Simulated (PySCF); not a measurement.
## How methods differ on the fine-structure interval of Sn+

Sn+ [Kr] 4d10 5s2 5p1 [5p1/2^1, M_J = 1/2] → Sn+ [Kr] 4d10 5s2 5p1 [5p3/2^1, M_J = 3/2], as a difference of total energies. All numbers are calculated (PySCF 2.14, the two-component X2C-1e Hamiltonian, in x2c-TZVPPall-2c (8s9p5d2f, 74 functions)). Correlated levels: [Ar] 3d10 frozen; the 6 highest virtual spinors dropped. "Screened" scales the spin-orbit matrix elements by Boettger's factors to mimic the two-electron term; Breit and QED terms are absent.

| method | fine-structure interval (cm⁻¹) |
| --- | --- |
| GHF (screened spin-orbit) | 4865.8 |
| GMP2 (screened spin-orbit) | 3999.4 |
| GHF (bare spin-orbit) | 5025.8 |

Errors of the correlated levels include the incompleteness of this basis and the frozen core.

GHF and GMP2 differ strongly here because the two determinants are spin-polarised to different degrees; the interval is a small difference of such terms.

Which method comes closest to the reference value, and which is furthest?

The reference is 4251.5 cm⁻¹ (measured; NIST Handbook of Basic Atomic Spectroscopic Data (Sansonetti and Martin, J. Phys. Chem. Ref. Data 34, 1559 (2005))). Closest: GMP2 (screened spin-orbit) (error -252.13 cm⁻¹); furthest: GHF (bare spin-orbit) (error 774.28 cm⁻¹).
